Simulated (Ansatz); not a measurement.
Cost and result for the atomization energy of H5InSe (`[SeH2+][InH3-]`) (7 atoms, 6 bonds).

Total charge 0; spin multiplicity 1. Correlated methods include outer-core shells of In, Se, which these sets cover unevenly. Scalar relativity is left out up to krypton. In: def2 effective core potential. Geometry: relaxed with PBE0-D4/def2-TZVP. Program: Ansatz. All runs use 4 threads of an Arm Neoverse V2 on a shared host. Times are those of one run each, without the atoms' runs, and a repeat can differ threefold. Electronic energies, without spin–orbit coupling; frozen cores. CCSD(T)/CBS adds CCSD(T) − MP2 in def2-TZVPP to the MP2 limit, and its time is that of the two runs behind it. T1 = 0.012. With those shells the extrapolation isn't a true limit.

CCSD(T)/CBS is a level of theory with its own doubt, some kJ/mol a heavy atom from the limit and from the frozen cores, so smaller differences don't rank the functionals.

```tsv
level	functions	wall time	atomization (kJ/mol)	difference from CCSD(T)/CBS	per bond
LDA (SPW92)/def2-TZVPP	168	0.7 s	1656.3	177.5	29.6
BLYP-D4/def2-TZVPP	168	1.3 s	1426.5	-52.3	-8.7
PBE0-D4/def2-TZVPP	168	1.4 s	1424.6	-54.2	-9.0
BHLYP-D4/def2-TZVPP	168	1.7 s	1429.9	-48.9	-8.2
CAM-B3LYP-D4/def2-TZVPP	168	2 s	1460.6	-18.2	-3.0
CCSD(T)/def2-SVP	83	2.3 s	1367.4	-111.4	-18.6
r2SCAN-D4/def2-TZVPP (with forces)	168	2.4 s	1457.7	-21.1	-3.5
r2SCANh-D4/def2-TZVPP	168	2.7 s	1452.2	-26.6	-4.4
ωB97X-V/def2-TZVPP	168	4.4 s	1475.0	-3.8	-0.6
B97M-V/def2-TZVPP	168	5 s	1485.9	7.1	1.2
MP2/def2-QZVPP	321	7 s	1407.3	-71.5	-11.9
CCSD(T)/def2-TZVPP	168	33 s	1442.8	-36.0	-6.0
CCSD(T)/CBS(def2)	–	40 s	1478.8	0.0	0.0
```

The D4 term adds +19.0 kJ/mol with B3LYP and +10.0 kJ/mol with PBE0; it sums over pairs of atoms, weighted by their polarisabilities, and B3LYP, whose exchange is more repulsive, gets the larger term. At CCSD(T), def2-SVP lies −111.3 kJ/mol from the extrapolated value and def2-TZVPP −36.0 kJ/mol: correlation converges slowly with the basis, and small sets miss more of it in the bonded molecule than in its fragments. From r2SCAN to r2SCAN0 (25 % exact exchange), in def2-TZVPP and without D4, the atomization energy moves by −13.2 kJ/mol: exact exchange takes away binding that semilocal exchange gives to molecules.

B3LYP here is the variant with VWN-RPA as its local correlation; programs differ in this.

Spin–orbit coupling would lower the free In atoms strongly, and the atomization energy with them, by more than many differences here. For some Ge, Se and Sn compounds the MP2-based and the directly extrapolated limit differ by 10 to 25 kJ/mol.
